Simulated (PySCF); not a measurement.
**O⁺ (oxygen, charge +1) across methods**

[He] 2s1 2p4, high-spin 4P determinant (an excited configuration). All numbers are calculated (PySCF 2.14, the spin-free X2C one-electron Hamiltonian (Gaussian nucleus), in x2c-QZVPPall (7s4p3d2f1g, 57 functions)).

```
method  E (hartree)  mean ε 2s α (eV)  mean ε 2p α (eV)  mean ε 2p β (eV)  Σ⟨r²⟩ (bohr²)   ⟨S²⟩
 TPSSh     -74.1135           -44.152           -27.804           -22.508          7.651  3.753
   UHF    -73.88009           -56.978           -36.556           -26.851          7.615  3.759
  BLYP     -74.1050           -41.592           -26.337           -21.835          7.734  3.753
  PBE0     -74.0382           -45.821           -29.194           -23.294          7.662  3.753
   PBE     -74.0338           -41.934           -26.573           -21.604          7.721  3.753
r2SCAN     -74.0947           -43.956           -27.493           -21.844          7.633  3.754
  TPSS     -74.1205           -42.672           -26.777           -21.858          7.669  3.753
 B97-3     -74.0729           -45.921           -29.202           -23.422          7.634  3.754
```

Q: Estimate the same row for LDA.

A: E (hartree) = -73.5415; mean ε 2s α (eV) = -41.584; mean ε 2p α (eV) = -26.651; mean ε 2p β (eV) = -21.362; Σ⟨r²⟩ (bohr²) = 7.766; ⟨S²⟩ = 3.754.
